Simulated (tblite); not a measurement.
Species: C2H11AsOSi2.
SMILES with atom numbers: `[CH3:1][O:2][SiH2:3][As:4]([CH3:5])[SiH3:6]` (hydrogens: H7, H8, H9 on C1; H10, H11 on Si3; H12, H13, H14 on C5; H15, H16, H17 on Si6)

Computed with GFN2-xTB (tblite), gas phase: L-BFGS steps from a force-field or distance-geometry start until the largest atomic force falls under 0.01 eV/Å.

Step 39: E = -539.7450 eV
```
atom  x, y, z in Å  |  force x, y, z in eV/Å
C1      3.0027   -0.0702    0.4466   -0.029   0.003  -0.004
O2      2.1097   -0.0345   -0.6140   -0.027   0.020  -0.033
Si3     0.6634   -0.7764   -0.7080   -0.019   0.007  -0.010
As4    -0.7264   -0.2308    1.0782    0.031   0.002  -0.018
C5     -2.3267   -1.1687    0.3830    0.013   0.000  -0.001
Si6    -1.3186    1.8972    0.3595    0.014   0.036   0.005
H7      3.5483   -1.0179    0.4498    0.007  -0.001   0.033
H8      3.7128    0.7501    0.3289   -0.009  -0.008   0.009
H9      2.4790    0.0409    1.4047    0.009   0.000   0.029
H10     0.8535   -2.2420   -0.7496   -0.009  -0.011  -0.011
H11     0.3061   -0.2930   -2.0423   -0.005  -0.021  -0.017
H12    -2.5297   -0.9084   -0.6557    0.004  -0.005   0.010
H13    -2.1841   -2.2483    0.4434   -0.008   0.004  -0.001
H14    -3.2023   -0.9116    0.9810    0.013  -0.007  -0.006
H15    -2.4452    2.4069    1.1598    0.010  -0.013   0.013
H16    -1.7489    1.9890   -1.0450    0.010  -0.026   0.000
H17    -0.2006    2.8298    0.5429   -0.005   0.019   0.002
```

Step 40: E = -539.7454 eV
```
atom  x, y, z in Å  |  force x, y, z in eV/Å
C1      3.0005   -0.0697    0.4468   -0.020  -0.002   0.002
O2      2.1114   -0.0376   -0.6171   -0.023   0.015  -0.021
Si3     0.6646   -0.7787   -0.7097   -0.026   0.012   0.000
As4    -0.7243   -0.2307    1.0770    0.047   0.014  -0.018
C5     -2.3240   -1.1676    0.3834    0.000  -0.006  -0.001
Si6    -1.3182    1.8979    0.3592    0.009   0.023   0.012
H7      3.5479   -1.0167    0.4545    0.002   0.004   0.029
H8      3.7105    0.7509    0.3289   -0.017  -0.011   0.018
H9      2.4730    0.0415    1.4036    0.019   0.007   0.013
H10     0.8515   -2.2442   -0.7526   -0.006  -0.015  -0.008
H11     0.3082   -0.2943   -2.0429   -0.012  -0.016  -0.034
H12    -2.5295   -0.9079   -0.6544    0.008   0.001  -0.012
H13    -2.1835   -2.2469    0.4441    0.002  -0.014  -0.002
H14    -3.1989   -0.9108    0.9813   -0.004   0.003   0.011
H15    -2.4445    2.4052    1.1615    0.009  -0.014   0.012
H16    -1.7500    1.9905   -1.0445    0.010  -0.026  -0.003
H17    -0.2017    2.8312    0.5441    0.003   0.025   0.002
```

**Question.** Estimate the geometry and energy of step 41. (The exact step hangs on the optimiser's Hessian estimate; all steps are aligned on step 40, rigid shifts and turns removed.)

**Answer.** E = -539.7458 eV, largest force 0.056 eV/Å
```
atom  x, y, z in Å  |  force x, y, z in eV/Å
C1      2.9970   -0.0694    0.4469   -0.008  -0.007   0.007
O2      2.1116   -0.0382   -0.6205   -0.015   0.004   0.003
Si3     0.6653   -0.7805   -0.7111   -0.027   0.011   0.001
As4    -0.7211   -0.2304    1.0763    0.049   0.023  -0.016
C5     -2.3205   -1.1662    0.3837   -0.012  -0.010   0.001
Si6    -1.3172    1.8989    0.3592    0.006   0.002   0.017
H7      3.5454   -1.0161    0.4584   -0.008   0.008   0.021
H8      3.7080    0.7507    0.3297   -0.024  -0.009   0.026
H9      2.4667    0.0415    1.4029    0.024   0.015  -0.007
H10     0.8513   -2.2462   -0.7555   -0.004  -0.013  -0.004
H11     0.3085   -0.2966   -2.0434   -0.018  -0.011  -0.049
H12    -2.5278   -0.9068   -0.6533    0.012   0.005  -0.029
H13    -2.1824   -2.2454    0.4444    0.013  -0.029  -0.004
H14    -3.1952   -0.9098    0.9812   -0.017   0.013   0.026
H15    -2.4434    2.4032    1.1632    0.006  -0.012   0.012
H16    -1.7503    1.9899   -1.0440    0.010  -0.023  -0.005
H17    -0.2028    2.8334    0.5449    0.013   0.033   0.001
```

The energy changes by -0.0004 eV. The first-order estimate −F·Δx gives -0.0005 eV and the mean of the old and new forces, exact on a quadratic surface, -0.0004 eV. The step makes an angle of 70° with the force vector and moves no atom by more than 0.006 Å.

What follows is the cost of the whole relaxation. Time: 1.1 s. Hardware: one thread of an Arm Neoverse N1, shared host with 64 logical CPUs at a one-minute load of 60.
